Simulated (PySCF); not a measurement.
Molecule: `C=C1C[C@@H]1O[SiH3]`, C4H8OSi.

Mapped SMILES: `[CH2:1]=[C:2]1[CH2:3][C@@H:4]1[O:5][SiH3:6]`; H(Xn) means a hydrogen on atom n. Ha(C1) is cis to C3; Ha(C3) is cis to O5 on the ring; Hb(C1) is trans to C3; Hb(C3) is trans to O5 on the ring.

Geometry PBE0-D3(BJ)/def2-SVP throughout; GIAO in PySCF, gas phase, one conformer, non-relativistic; equivalent atoms averaged; functional PBE0.

Q: How do the shifts δ (against TMS, H2O at the same level) depend on the basis set? (a selection of nuclei; ppm; last column core-seconds on 1 thread of an Arm Neoverse V1, shared host)

A: 
```
    basis set  functions     C1    C4    C3    O5    Si6  Hb(C1)  Ha(C1)  H(Si6)  H(C4)  core-s
     pcSseg-0         74  123.6  53.9  15.8  -5.5  -54.8    6.31    5.98    5.23   3.40     6.7
       6-31G*        104  106.7  48.3  13.9  13.9   -4.7    5.91    5.64    5.09   3.69     9.6
      cc-pVDZ        128  109.9  50.1  14.7  30.1  -27.8    6.01    5.74    4.78   3.60      16
     def2-SVP        128  108.8  47.6  12.3  28.0  -38.3    5.92    5.65    4.77   3.45      12
  aug-cc-pVDZ        214  108.0  49.2  14.0  26.3  -29.3    6.11    5.83    5.02   3.82      39
6-311+G(2d,p)        218  113.0  50.4  14.0  27.6  -33.4    5.98    5.72    5.12   3.83      33
    def2-TZVP        240  114.1  51.0  14.1  34.7  -35.5    5.99    5.74    5.12   3.79      41
      cc-pVTZ        296  113.4  50.8  14.0  32.0  -28.2    6.01    5.75    4.90   3.76      64
     IGLO-III        299  116.7  51.8  14.4  30.4  -37.0    5.99    5.73    5.02   3.84      68
```

Q: Which nucleus among those listed moves most, in ppm?

A: Si6 (silicon bonded to O, 3 H): from -54.8 ppm with pcSseg-0 to -4.7 ppm with 6-31G*. The smallest spread is 0.34 ppm, at Ha(C1). Proton shifts span only some 12 ppm, so a few tenths of a ppm matter as much there as several ppm in carbon.

Q: Taking the largest basis, IGLO-III (299 functions), as the yardstick, rank the others by their worst heavy-atom deviation.

A: 6-311+G(2d,p) 3.6 ppm (218 functions), def2-TZVP 4.2 ppm (240 functions), def2-SVP 7.9 ppm (128 functions), aug-cc-pVDZ 8.6 ppm (214 functions), cc-pVTZ 8.8 ppm (296 functions), cc-pVDZ 9.2 ppm (128 functions), 6-31G* 32.3 ppm (104 functions), pcSseg-0 35.9 ppm (74 functions).

A small basis that lands close on one nucleus may do so by chance; judge by the trend and by all nuclei.
